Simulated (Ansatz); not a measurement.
Reactions of C11H13ClTi (`[CH3][Ti]12345678([Cl])([CH]9[CH]1[CH]2[CH]3[CH]94)[CH]1[CH]5[CH]6[CH]7[CH]18`).

Calculated with Ansatz (gas phase, PBE0-D4/def2-TZVP geometries, no zero-point term in ΔE). CCSD(T)/CBS is the MP2 limit (def2-TZVPP, def2-QZVPP) plus CCSD(T) − MP2 in def2-TZVPP, frozen cores. This one scheme is used for every species. DFT in def2-TZVPP. B3LYP here is the variant with VWN-RPA as its local correlation; programs differ in this. For Ti outer-core shells are correlated without core-valence functions, which leaves a few kJ/mol of doubt a bond. Scalar relativity is left out up to krypton. One conformer a species, not always the lowest.

```json
{"reaction": "`[CH3][Ti]12345678([Cl])([C@H]9[C@@H]1[C@@H]2[C@@H]3[C@H]94)[C@H]1[C@@H]5[C@@H]6[C@@H]7[C@H]18` + H–F → `[CH3][Ti]12345678([F])([C@H]9[C@@H]1[C@@H]2[C@@H]3[C@H]94)[C@H]1[C@@H]5[C@@H]6[C@@H]7[C@H]18` + HCl", "B97M-V (eV)": "-0.12", "MP2/CBS(def2) (eV)": "0.41", "r2SCAN-D4 (eV)": "-0.12", "B3LYP-D4 (eV)": "-0.08"}
{"reaction": "`[CH3][Ti]12345678([Cl])([C@H]9[C@@H]1[C@@H]2[C@@H]3[C@H]94)[C@H]1[C@@H]5[C@@H]6[C@@H]7[C@H]18` + H₂O → `[CH3][Ti]12345678([OH])([C@H]9[C@@H]1[C@@H]2[C@@H]3[C@H]94)[C@H]1[C@@H]5[C@@H]6[C@@H]7[C@H]18` + HCl", "B97M-V (eV)": "0.54", "MP2/CBS(def2) (eV)": "0.87", "r2SCAN-D4 (eV)": "0.51", "B3LYP-D4 (eV)": "0.53"}
{"reaction": "`[CH3][Ti]12345678([Cl])([C@H]9[C@@H]1[C@@H]2[C@@H]3[C@H]94)[C@H]1[C@@H]5[C@@H]6[C@@H]7[C@H]18` + H₂O → `[OH][Ti]12345678([Cl])([C@H]9[C@@H]1[C@@H]2[C@@H]3[C@H]94)[C@H]1[C@@H]5[C@@H]6[C@@H]7[C@H]18` + CH₄", "B97M-V (eV)": "-1.44", "MP2/CBS(def2) (eV)": "-1.07", "r2SCAN-D4 (eV)": "-1.43", "B3LYP-D4 (eV)": "-1.38"}
{"reaction": "`[CH3][Ti]12345678([Cl])([C@H]9[C@@H]1[C@@H]2[C@@H]3[C@H]94)[C@H]1[C@@H]5[C@@H]6[C@@H]7[C@H]18` + H–F → `[F][Ti]12345678([Cl])([C@H]9[C@@H]1[C@@H]2[C@@H]3[C@H]94)[C@H]1[C@@H]5[C@@H]6[C@@H]7[C@H]18` + CH₄", "B97M-V (eV)": "-2.08", "MP2/CBS(def2) (eV)": "-1.51", "r2SCAN-D4 (eV)": "-2.04", "B3LYP-D4 (eV)": "-1.97"}
{"reaction": "`[CH3][Ti]12345678([Cl])([C@H]9[C@@H]1[C@@H]2[C@@H]3[C@H]94)[C@H]1[C@@H]5[C@@H]6[C@@H]7[C@H]18` + HCl → `[Cl][Ti]12345678([Cl])([C@H]9[C@@H]1[C@@H]2[C@@H]3[C@H]94)[C@H]1[C@@H]5[C@@H]6[C@@H]7[C@H]18` + CH₄", "B97M-V (eV)": "-1.92", "MP2/CBS(def2) (eV)": "-1.94", "r2SCAN-D4 (eV)": "-1.89", "B3LYP-D4 (eV)": "-1.87"}
```

(1) Give the CCSD(T)/CBS values in the same order. (Best estimate.)

Largest T1 diagnostic: 0.019, for `[OH][Ti]12345678([Cl])([C@H]9[C@@H]1[C@@H]2[C@@H]3[C@H]94)[C@H]1[C@@H]5[C@@H]6[C@@H]7[C@H]18`.

## Answers

(1) The calculation gave: 0.11, 0.64, -1.19, -1.70, -1.79 eV.
